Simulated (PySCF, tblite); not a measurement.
Species: C4H12N2Si.
SMILES with atom numbers: `[CH2:1]=[CH:2][N:3]([CH3:4])[N:5]([CH3:6])[SiH3:7]` (hydrogens: H8, H9 on C1; H10 on C2; H11, H12, H13 on C4; H14, H15, H16 on C6; H17, H18, H19 on Si7)

Cartesian coordinates in Å at the GFN2-xTB level; atoms count from 1:
```xyz
19
C4H12N2Si angstrom
C      2.5438   -0.1361    1.3054
C      1.2541   -0.4320    1.1796
N      0.4514   -0.1931    0.0870
C      0.9328    0.6440   -0.9866
N     -0.9252   -0.1887    0.3290
C     -1.4396    1.0390    0.8912
Si    -1.8580   -1.3439   -0.5478
H      3.1031    0.3913    0.5547
H      3.0853   -0.4421    2.1811
H      0.7282   -0.9631    1.9617
H      1.1657    1.6646   -0.6575
H      1.8343    0.1972   -1.4054
H      0.1687    0.6828   -1.7608
H     -1.4138    1.8693    0.1757
H     -0.8479    1.3172    1.7674
H     -2.4700    0.8760    1.1956
H     -1.0579   -2.5618   -0.5069
H     -2.1351   -0.9838   -1.9505
H     -3.1296   -1.4275    0.1684
```

Level of theory: PBE0/pcSseg-1 in PySCF (dipole) on a GFN2-xTB geometry, gas phase.

Masses are those of the commonest isotopes; rigid-rotor values at the optimised geometry. The values belong to one conformer with, in the numbering `[CH2:1]=[CH:2][N:3]([CH3:4])[N:5]([CH3:6])[SiH3:7]`, C1–C2–N3–C4 -11°, C2–N3–N5–C6 80°.

(1) Give the principal moments of inertia and the rotational constants in MHz.

(2) What kind of rotor is it?

(3) Is it planar, by Δ = Ic − Ia − Ib?

(4) Which types of transition are allowed, and where do some lines up to J = 5 fall?

(5) Estimate the classical rotational partition function at 50 K, 100 K and 500 K.

Answers

(1) Ia = 141.29, Ib = 384.49, Ic = 397.75 u·Å²; 505379 MHz·u·Å²/I gives A = 3577, B = 1314, C = 1271 MHz.

(2) A near-prolate asymmetric top. Ray's parameter κ = (2B − A − C)/(A − C) = -0.962; −1 is the prolate and +1 the oblate limit.

(3) Not planar: Δ = Ic − Ia − Ib = -128.03 u·Å². For a rigid frame Δ = −2 Σ m c², so Σ m c² = 64.01 u·Å² lies off the ab plane: 21.26 from hydrogen and 42.75 from heavier atoms. The atom farthest from that plane is 2.15 Å away.

(4) The dipole components are |μa| = 0.76 D, |μb| = 0.94 D, |μc| = 0.89 D. The squared components, which scale the intensities, stand as 0.66 : 1.00 : 0.89 (a : b : c). Some lines, for components of 0.1 D or more:

```tsv
type	branch	J(Ka,Kc)	MHz	lower level (cm⁻¹)
b	Q	5(1,4) ← 5(0,5)	2631	1.293
a	R	3(1,3) ← 2(1,2)	7689	0.333
a	R	3(2,1) ← 2(2,0)	7758	0.564
b	R	3(1,3) ← 2(0,2)	9908	0.259
c	Q	5(3,3) ← 5(2,3)	11406	1.599
b	Q	3(3,0) ← 3(2,1)	11420	0.822
b	Q	4(3,2) ← 4(2,3)	11425	1.167
b	R	2(2,0) ← 1(1,1)	12046	0.162
a	R	5(2,4) ← 4(2,3)	12924	1.167
b	R	4(2,3) ← 3(1,2)	17062	0.598
b	R	5(2,4) ← 4(1,3)	19559	0.946
b	R	5(2,3) ← 4(1,4)	20019	0.931
b	Q	5(5,0) ← 5(4,1)	20559	2.513
b	R	4(3,2) ← 3(2,1)	21761	0.822
b	R	4(4,1) ← 3(3,0)	26332	1.203
c	R	5(5,1) ← 4(4,1)	33486	2.082
```

(5) Point group C1, symmetry number σ = 1; q = (√π/σ)·√((kT/h)³/(ABC)), k/h = 20836.6 MHz/K: 24400 at 50 K, 69000 at 100 K, 771000 at 500 K.

Its GFN2-xTB frequencies are all real (lowest 62 cm⁻¹). Constants of a rigid frame at the computed geometry: no zero-point averaging, no centrifugal distortion. A rigid rotor knows nothing of internal rotation, which can split or shift real lines. Quadrupole hyperfine structure (14N) is left out.
